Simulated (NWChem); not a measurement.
Molecule: thiourea (CH4N2S); SMILES NC(N)=S

```xyz
8

N     -0.0247     1.1467    -1.0406
C      0.0000     0.0000    -0.3168
N      0.0247    -1.1467    -1.0406
S      0.0000     0.0000     1.3465
H      0.2257     1.1609    -2.0209
H      0.0658     2.0057    -0.5166
H     -0.2257    -1.1609    -2.0209
H     -0.0658    -2.0057    -0.5166
```
Atoms are numbered in this order, from 1.

Computed with NWChem. Coordinates come from a PBE0/def2-SVP optimisation. Ions are spin-unrestricted doublets at the neutral geometry; other ion states weren't tried.

For level PBE/def2-SVP:

| Quantity | Result |
|---|---|
| −ε(HOMO) (eV) | 4.39 |

Task: How do the values read with level PBE0/def2-SVP instead?

Result: 
- −ε(HOMO) (eV) = 5.67
